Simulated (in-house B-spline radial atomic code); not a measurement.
RPBE excitations of Tc VIII (Tc7+)

Method: RPBE. Computed with an all-electron radial atomic-structure program (B-spline basis): linear response of the closed shell [Ar] 3d10 4s2 4p6 with the functional's adiabatic kernel; scalar-relativistic (spin-free one-electron X2C), finite nucleus, no spin-orbit coupling, no double excitations, S, P, D and F terms only; shells from n = 2 respond. Only terms of natural parity with L up to 3 were computed.

Command:
```bash
python run_td.py task.json out
```
Settings (radii: box in bohr, nucleus in fm):
```
Z                        43
electrons                36
configuration            [Ar] 3d10 4s2 4p6
hamiltonian              x2c
method                   rpbe,pbe
box_radius               12.81
rms_radius               4.41117
intervals                70
```

Cost of the run: 0.8 s on 1 thread of Intel(R) Xeon(R) 6975P-C (Granite Rapids) (shared host).

The lowest states, in the order of their Tamm-Dancoff energies; the method's threshold (minus the highest occupied level) is 142.20 eV. Labels give the largest channel, * marks a mixed state, and oscillator strengths are full-response dipole values. Semilocal kernels can invert the small singlet-triplet splittings of Rydberg terms. Energies in eV:

| state | full response | Tamm-Dancoff | oscillator strength |
| --- | --- | --- | --- |
| 4p → 4d 3P | 42.26 | 42.36 | - |
| 4p → 4d 3F | ? | ? | - |
| 4p → 4d 1F | ? | ? | - |
| 4p → 4d 1P | 56.50 | 58.51 | 5.4 |
| 4p → 5s 3P | 68.40 | 68.42 | - |
| 4p → 5s 1P | 69.15 | 69.18 | 0.595 |
| 4s → 4d 3D | 73.21 | 73.27 | - |
| 4s → 4d 1D | 76.65 | 76.73 | - |
| 4p → 5p 3S | 77.74 | 77.77 | - |
| 4p → 5p 3D | 78.33 | 78.34 | - |
| 4p → 5p 1D | 78.84 | 78.86 | - |
| 4p → 5p 1S | 81.87 | 82.09 | - |
| 4p → 4f 3D | 84.86 | 84.90 | - |
| 4p → 4f 1D | 89.34 | 89.50 | - |
| 4p → 5d 3P | 93.41 | 93.42 | - |
| 4p → 5d 3F | 93.54 | 93.55 | - |

(1) Where does 4p → 4d 3F lie?

(2) Where does 4p → 4d 1F lie?

(3) How large is the singlet-triplet splitting of 4p → 4d (F terms) in Tamm-Dancoff?

(4) What polarisabilities and dispersion coefficient does the method give?

Answers

(1) At 42.66 eV in full response, 42.79 eV in Tamm-Dancoff.

(2) At 45.81 eV in full response, 45.84 eV in Tamm-Dancoff.

(3) 3.04 eV, from the unrounded values.

(4) Dipole 1.439 bohr³, quadrupole 1.797 bohr⁵, C6 3.566 hartree·bohr⁶ for two such species.
